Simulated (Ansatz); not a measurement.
`[PH3+][B-](Cl)(Cl)Cl`, charge 0, multiplicity 1.

**Question.** Give a relaxed structure at PBE0-D4/def2-TZVP (the Gaussian-basis code of Ansatz). (Estimate.)

**Answer.** Ansatz gave: 
Cartesian coordinates in Å:
```
P -0.664 0.661 -0.016
B 0.747 -0.743 0.019
Cl 2.175 0.078 0.800
Cl 0.017 -2.084 1.016
Cl 0.995 -1.168 -1.737
H -0.339 1.822 -0.738
H -1.043 1.166 1.239
H -1.888 0.269 -0.582
```
Point group C3v.
